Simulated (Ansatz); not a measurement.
Basis sets compared for GaH₂Cl. Total charge 0; singlet. Geometry PBE-D4/def2-TZVP. Ansatz on 4 threads of Arm Neoverse V1 on a shared host; times are rough, and most runs start from earlier orbitals.

```xyz
4

Ga   -0.152   -0.054   -0.139
H    -1.089    1.119   -0.581
H    -0.150   -1.563   -0.557
Cl    1.390    0.498    1.277
```

The 6-31G sets use Cartesian d functions. B3LYP takes the VWN-RPA correlation.

Binding counts from free atoms (Ga doublet, H doublet, Cl doublet) in the same basis, without a counterpoise term.

| level | functions | energy (Eh) | HOMO (eV) | LUMO (eV) | binding per atom (eV) | wall time |
| --- | --- | --- | --- | --- | --- | --- |
| HF/STO-3G | 29 | -2356.6634 | -8.45 | 3.94 | – | 0.1 s |
| HF/6-31G | 46 | -2383.5838 | -11.62 | 0.56 | 1.69 | 0.2 s |
| PBE-D4/def2-SVP | 60 | -2385.4124 | -6.96 | -2.53 | 2.38 | 0.35 s |
| B3LYP-D4/6-31G | 46 | -2385.9796 | -8.18 | -2.24 | 2.29 | 0.45 s |
| PBE0-D4/def2-SVP | 60 | -2385.4950 | -8.32 | -1.76 | 2.38 | 0.5 s |

Q: Estimate the rows for PBE-D4/def2-TZVP, B3LYP-D4/def2-TZVP, PBE0-D4/def2-TZVP.

A: 
```csv
level,functions,energy (Eh),HOMO (eV),LUMO (eV),binding per atom (eV),wall time
PBE-D4/def2-TZVP,97,-2385.8222,-7.12,-2.64,2.38,0.5 s
B3LYP-D4/def2-TZVP,97,-2386.3801,-8.21,-2.13,2.37,0.6 s
PBE0-D4/def2-TZVP,97,-2385.9015,-8.45,-1.85,2.38,0.85 s
```
